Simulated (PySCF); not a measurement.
## Magnetisability: `C=C[Si@H](S)[NH2+]C`, [C$_{3}$H$_{10}$NSSi]+, charge +1

Molfile (atoms numbered from 1):
```
C3H10NSSi
     RDKit          3D

 16 15  0  0  0  0  0  0  0  0999 V2000
    2.8722    0.2485   -0.0120 C   0  0  0  0  0  0  0  0  0  0  0  0
    1.7127    0.4269    0.6395 C   0  0  0  0  0  0  0  0  0  0  0  0
    0.1497    0.7153   -0.2796 Si  0  0  2  0  0  4  0  0  0  0  0  0
   -1.1088    2.2799    0.3664 S   0  0  0  0  0  0  0  0  0  0  0  0
   -0.8688   -0.8958    0.0010 N   0  0  0  0  0  0  0  0  0  0  0  0
   -2.1762   -0.9598   -0.7032 C   0  0  0  0  0  0  0  0  0  0  0  0
    2.9402    0.2464   -1.1058 H   0  0  0  0  0  0  0  0  0  0  0  0
    3.8145    0.1043    0.5274 H   0  0  0  0  0  0  0  0  0  0  0  0
    1.7161    0.4432    1.7374 H   0  0  0  0  0  0  0  0  0  0  0  0
    0.2586    0.6842   -1.7563 H   0  0  0  0  0  0  0  0  0  0  0  0
   -0.5602    2.3383    1.6025 H   0  0  0  0  0  0  0  0  0  0  0  0
   -1.0166   -1.0152    1.0105 H   0  0  0  0  0  0  0  0  0  0  0  0
   -0.2785   -1.6907   -0.2748 H   0  0  0  0  0  0  0  0  0  0  0  0
   -2.7951   -0.1158   -0.3728 H   0  0  0  0  0  0  0  0  0  0  0  0
   -2.0054   -0.8846   -1.7846 H   0  0  0  0  0  0  0  0  0  0  0  0
   -2.6846   -1.9052   -0.4754 H   0  0  0  0  0  0  0  0  0  0  0  0
  1  2  2  0
  2  3  1  0
  3  4  1  0
  3  5  1  0
  5  6  1  0
  1  7  1  0
  1  8  1  0
  2  9  1  0
  3 10  1  6
  4 11  1  0
  5 12  1  0
  5 13  1  0
  6 14  1  0
  6 15  1  0
  6 16  1  0
M  CHG  1   5   1
M  END
```

The calculation used GIAO CAM-B3LYP/pcSseg-1 magnetisability, rotational g tensor and spin-rotation constants, non-relativistic, gas phase in PySCF. Geometry: PBE0-D3(BJ)/def2-SVP.

For an ion the centre-of-mass motion in the field is neglected.

Task: How diamagnetic is it, and how anisotropic?

Result: Isotropic -1290 × 10⁻³⁰ J/T², or -77.7 × 10⁻⁶ cm³/mol; principal values -1387, -1278, -1206 × 10⁻³⁰ J/T², anisotropy 158 × 10⁻³⁰ J/T² (root of half the summed squared differences of the principal values). The susceptibility is in cgs units.

Task: Split it along the inertial axes a, b, c into diamagnetic and paramagnetic parts about the centre of mass, with the quadrupole moment.

Result: 
```
axis  χ (10⁻⁶ cm³/mol)  diamagnetic (10⁻⁶ cm³/mol)  paramagnetic (10⁻⁶ cm³/mol)  summed x² of all electrons (Å²)  quadrupole Θ (D Å)
   a             -77.5                      -580.7                        503.2                            175.0               +6.70
   b             -82.7                      -853.6                        771.0                            110.7               +0.75
   c             -72.9                     -1212.3                       1139.4                             26.2               -7.45
```
Anisotropies 2χaa − χbb − χcc = +0.6 and 2χbb − χaa − χcc = -15.0 × 10⁻⁶ cm³/mol. Θ is traceless in Buckingham's convention.

Task: And the rotational g tensor?

Result: 
| axis | rotational constant (GHz) | g | nuclear part | electronic part |
| --- | --- | --- | --- | --- |
| a | 2.4833 | +0.0034 | 0.5905 | -0.5871 |
| b | 1.6296 | +0.0089 | 0.5991 | -0.5902 |
| c | 1.0735 | +0.0033 | 0.5780 | -0.5746 |

Asymmetric top; isotopes 12C, 1H, 14N, 32S, 28Si; no vibrational averaging.
